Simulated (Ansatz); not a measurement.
This geometry of GeH3S (5 atoms, charge 0, multiplicity 2) is a first-order saddle point.

Computed with Ansatz 0.2.0, UKS PBE0-D4/def2-mTZVP.

```xyz
5
Properties=species:S:1:pos:R:3
S 0.582 -0.824 1.284
Ge -0.399 0.767 0.060
H 0.899 -1.628 0.238
H -1.634 0.211 -0.687
H 0.601 1.399 -0.937
```

Q: Which two structures does it join? (They come from a converged band through this point; their orientation in space is the band's.)

A: No bond is made or broken. The dihedral H3–S1–Ge2–H5 goes from -166 to 49°. The two ends are copies of one structure, up to a mirror image or an exchange of like atoms.

Initial state:

```xyz
5
Properties=species:S:1:pos:R:3
S 1.136 -0.803 0.654
Ge -0.399 0.687 0.032
H 0.256 -1.797 0.913
H -1.363 0.029 -0.991
H 0.420 1.810 -0.649
```

Final state:

```xyz
5
Properties=species:S:1:pos:R:3
S 0.316 -1.463 0.358
Ge -0.587 0.535 -0.035
H 1.223 -1.021 1.260
H -1.446 0.315 -1.302
H 0.544 1.560 -0.322
```

Q: How far does it lie above each of them?

A: 15.6 kJ/mol above the first and 15.6 kJ/mol above the second. This is the barrier of this one path; another mechanism may lie lower.

Time of the run: 3.8 min on 1 thread of Arm Neoverse V2, on a shared host, peak memory 0.24 GiB.
